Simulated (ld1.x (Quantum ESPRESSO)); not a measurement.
**Transferability test, TM semilocal potential for Al**

Al (Z = 13), norm-conserving Troullier–Martins (semilocal form), made with ld1.x (Quantum ESPRESSO) 7.5 (PBE, scalar-relativistic). Core [Ne], reference 3s1 3p0 (charge +2). Waves: 3p (bound, empty): rc 2.10 bohr; 3s (bound): rc 1.30 bohr. Local part: the s channel. Core correction: a·sin(br)/r model core inside 0.80 bohr.

Energies are relative to the spin-unpolarised reference configuration 3s1 3p0; without spin polarisation the order of configurations can differ from experiment.

Give the all-electron excitation energy and the error of the potential for: 3s2 3p1; 3s2 3p0; 3s2 3p0.5; 3s0 3p3; 3s2 3p1.3; 3s1 3p2; 3s1 3p1.

```tsv
valence configuration	charge	ΔE all-electron (eV)	error AE − PS (meV)
3s2 3p1	0	-24.987	+34
3s2 3p0	+1	-19.225	+13
3s2 3p0.5	+0.5	-22.901	+25
3s0 3p3	0	-14.536	+7.9
3s2 3p1.3	-0.3	-25.561	+37
3s1 3p2	0	-19.847	+23
3s1 3p1	+1	-13.415	+10.0
```

Levels in the configuration 3s1 3p2:

| level | all-electron (eV) | pseudo (eV) |
| --- | --- | --- |
| 3s | -8.574 | -8.594 |
| 3p | -3.343 | -3.352 |
